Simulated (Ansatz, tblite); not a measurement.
Forces on Ag₂I⁺ at its PBE-D4/def2-TZVP geometry. The state is a singlet with charge 1.

In the def2 sets Ag, I take a core potential; there is no spin–orbit coupling. The xTB rows come from tblite. The structure comes from a short search, and lower isomers may exist.

GFN1-xTB (tblite), largest force 0.47 eV/Å:

```xyz
3
positions Å, forces eV/Å
Ag    0.091    1.673   -1.163   -0.014    0.331   -0.327
Ag   -0.525   -1.968    0.112   -0.138   -0.425   -0.051
I     0.434    0.296    1.051    0.152    0.094    0.378
```

GFN2-xTB (tblite), largest force 0.43 eV/Å:

```
Ag -0.011 0.309 -0.298
Ag -0.127 -0.395 -0.043
I 0.138 0.086 0.341
```

PBE0-D4/def2-TZVP (Ansatz), largest force 0.07 eV/Å:

```
Ag 0.004 0.054 -0.036
Ag -0.013 -0.054 0.009
I 0.009 0.000 0.027
```
